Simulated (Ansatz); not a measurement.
Mulliken charges of C3H6Ge, SMILES `CC#[C][GeH3]` from PBE/def2-TZVPP in Ansatz (PBE0-D4/def2-TZVP geometry).

```tsv
atom	x (Å)	y (Å)	z (Å)	charge (e)
C1	-0.767	1.683	-1.294	-0.301
C2	-0.274	0.602	-0.466	-0.279
C3	0.137	-0.299	0.225	0.117
Ge4	0.790	-1.707	1.306	0.124
H5	-0.359	2.642	-0.966	0.117
H6	-1.857	1.745	-1.247	0.117
H7	-0.482	1.534	-2.339	0.117
H8	0.285	-3.047	0.752	-0.004
H9	0.285	-1.518	2.743	-0.004
H10	2.325	-1.686	1.289	-0.003
```

Task: By hand: the dipole of these point charges (1 e Å = 4.8032 D).

Result: Σ q r = (0.096, -0.205, 0.157) e Å, of length 0.275 e Å = 1.32 D.

Task: How does the dipole of the full density compare? (Estimate.)

Result: Computed: (-0.082, 0.182, -0.139) e Å, 1.17 D; the point charges give 1.13 times that, at 179° from its direction, so they point the opposite way.

Point charges leave out the atoms' own dipoles, such as those of lone pairs, and Mulliken's split depends on the basis, so the two needn't agree.
